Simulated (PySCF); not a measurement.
## What PySCF settings do for GeB⁺

Base input, run as `OMP_NUM_THREADS=1 python input.py` with PySCF 2.14:

```python
from pyscf import gto, dft

mol = gto.M(
    atom='Ge 0 0 0; B 0 0 1.971',
    basis='ano-rcc-vdzp',
    charge=1,
    spin=2,
    symmetry=True,
    verbose=4,
)
mf = dft.ROKS(mol, xc='b3pw91')
mf = mf.sfx2c1e()
mf.kernel()
mf.dip_moment()
print('orbital energies (hartree):', mf.mo_energy[..., max(0, mol.nelec[1]-3):mol.nelec[0]+3].round(4))
```

Base result: E(SCF) = -2123.185179 Eh, 9 cycles. The bond length is a typed value, not an optimised one. The dipole of an ion depends on the origin. No search for the lowest solution was made.

Hardware: Arm Neoverse V2, 1 thread, shared host. Wall time 4.3 s, peak memory 0.18 GiB.

Each row names what differs from the base; energies in brackets are changes from the base.

| change | result | wall time (s) |
| --- | --- | --- |
| integration grid: default → 1 | E(SCF) = -2123.185053 Eh (+0.0034 eV), 9 cycles | 3.2 |
| functional: b3pw91 → tpssh | E(SCF) = -2123.143335 Eh, 9 cycles | 5.5 |
| smearing width (hartree): none → 0.05 [unsound on purpose] [smearing does not keep the typed spin] | E(SCF) = -2123.081462 Eh (+2.8223 eV), 13 cycles | 4.4 |
| smearing width (hartree): none → 0.01 [unsound on purpose] [smearing does not keep the typed spin] | not converged: SCF after 50 cycles | 7.8 |
| SCF type: ROKS → UKS | E(SCF) = -2123.186663 Eh (-0.0404 eV), 11 cycles, ⟨S²⟩ = 2.035 | 4.6 |
| basis set: ano-rcc-vdzp → x2c-svpall | E(SCF) = -2122.790627 Eh (+10.7363 eV), 9 cycles | 2.6 |
| step after the SCF: none → ccsd(t); SCF type: ROKS → ROHF; functional: b3pw91 → none (Hartree–Fock); frozen orbitals: default → 10 | E(SCF) = -2121.344753 Eh, 11 cycles, E(CCSD) − E(SCF) = -0.28794 Eh, (T) = -0.01118 Eh | 4.9 |
| geometry: bond 1.971 → bond 1.734 | E(SCF) = -2123.161568 Eh (+0.6425 eV), 9 cycles | 4.3 |
| geometry: bond 1.971 → bond 5.913 [stretched restricted solution, likely unstable] | not converged: SCF after 50 cycles | 10 |
| functional: b3pw91 → pbe0 | E(SCF) = -2122.881859 Eh, 9 cycles | 4.1 |
| integration grid: default → (20, 50) [unsound on purpose] | not converged: SCF after 50 cycles | 3.5 |
| functional: b3pw91 → scan | not converged: SCF after 50 cycles | 15 |
| functional: b3pw91 → hcth407 | not converged: SCF after 50 cycles | 9.8 |
| length unit: angstrom → bohr [unsound on purpose] | not converged: SCF after 50 cycles | 11 |
| functional: b3pw91 → pbe,pbe,pbe [unsound on purpose] | stops with ValueError (too many values to unpack (expected 2)) | 0.62 |
| spin (2S): 2 → 6 | not converged: SCF after 50 cycles | 10 |
| functional: b3pw91 → pbesol | E(SCF) = -2121.162647 Eh | 6.1 |
| SCF type: ROKS → RKS [runs as restricted open-shell] | E(SCF) = -2123.185179 Eh (+0.0000 eV), 9 cycles | 4.2 |
| PCM solvent, dielectric constant: none → 20.5 | E(SCF) = -2123.274917 Eh (-2.4419 eV), 9 cycles | 7.7 |
| step after the SCF: none → mp2; SCF type: ROKS → UHF; functional: b3pw91 → none (Hartree–Fock); frozen orbitals: default → 10 [an earlier cycle lay lower, so not the lowest solution of its kind] | E(SCF) = -2121.345974 Eh, 15 cycles, E(MP2) − E(SCF) = -0.27758 Eh, ⟨S²⟩ = 2.056 | 2.9 |
| integration grid: default → (50, 194) | E(SCF) = -2123.186194 Eh (-0.0276 eV), 9 cycles | 3.2 |
| density fitting: none → weigend [this fitting set is unfit for the basis or for exact exchange; a fit set errs by some meV] | E(SCF) = -2119.437906 Eh (+101.9685 eV), 9 cycles | 2.5 |

**Question.** Order these changes by how far they move the SCF energy from the base, largest first: (1) PCM solvent, dielectric constant: none → 20.5; (2) SCF type: ROKS → UKS; (3) geometry: bond 1.971 → bond 1.734; (4) integration grid: default → (50, 194).

**Answer.** (1) -2.4419 eV, (3) +0.6425 eV, (2) -0.0404 eV, (4) -0.0276 eV.
